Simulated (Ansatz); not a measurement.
Born–Oppenheimer molecular dynamics of HOSSe (4 atoms, charge 0, multiplicity 2). It starts at the highest image of a converged band, a first-order saddle point between two minima.

The calculation used UKS PBE0-D4/def2-SVP in Ansatz 0.2.0.

| Property | Result |
| --- | --- |
| ensemble | NVE (velocity Verlet) |
| time step | 0.5 fs |
| steps asked | 200 |
| starting velocities drawn for | 100 K |
| seed | 12642 |

First frame:

```xyz
4
Properties=species:S:1:pos:R:3
O -1.641 0.172 0.614
Se -0.025 0.144 0.746
S 1.035 0.633 -1.144
H 0.632 -0.948 -0.215
```

(1) How far do the bonds stretch over the last three quarters of this one trajectory? (Pairs bonded in most of those frames.)

## Answers

(1) 
```csv
bond,mean (Å),spread (Å),shortest,longest
O1–Se2,1.636,0.013,1.61,1.66
Se2–S3,2.131,0.106,1.98,2.28
Se2–H4,1.516,0.007,1.51,1.54
```

Mean temperature of the second half: 682 K. The conserved energy stayed within 0.032 meV per atom of its start (net change 0.016 meV per atom), so the integration is sound. The kinetic energy rose, since the run started high on the potential surface and went downhill. A run of 0.1 ps of so small a system gives no equilibrium averages.

Run time: 2.2 min on 2 threads of AMD EPYC 9R45 96-Core Processor (Zen 5), on a shared host, peak memory 0.22 GiB.
